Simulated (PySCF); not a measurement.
Vertical excitations of a molecule C2H6ClInO from TDDFT-B3LYP/def2-SVPD (PySCF 2.14.0), as energy in eV (oscillator strength): 4.41 (0.005), 4.77 (0.028), 5.02 (0.000), 5.36 (0.150), 5.44 (0.017), 5.58 (0.020), 5.86 (0.002), 6.14 (0.011), 6.43 (0.007), 6.55 (0.003). Lowest triplet (TDA): 4.11 eV. The structure is a stationary point at B3LYP-D3(BJ)/def2-SVP. The def2 effective core potentials stand for the cores of In; spin–orbit coupling is left out. Other conformers were not sampled.

Task: Which molecule gave these data?
A) C[CH2][In]([OH])[Cl]
B) C[O][In]([CH3])[Cl]
C) CC[O][InH][Cl]

Result: B, C[O][In]([CH3])[Cl]
